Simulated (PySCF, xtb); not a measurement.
Si(Cl)2(Me)(NH2) (CH5Cl2NSi), SMILES C[Si](N)(Cl)Cl.

GFN2-xTB in xtb at its own geometry gives an orbital gap of 6.70 eV and a dipole moment of 3.46 D.

The structure is a stationary point at PBE0-D3(BJ)/def2-SVP. The values are those of a single conformer.

What does B3LYP/def2-TZVP (PySCF) give? (Estimate from the structure and the level; the computed values follow.)

gap 8.01 eV (levels -7.76 and 0.25 eV), dipole 2.49 D.
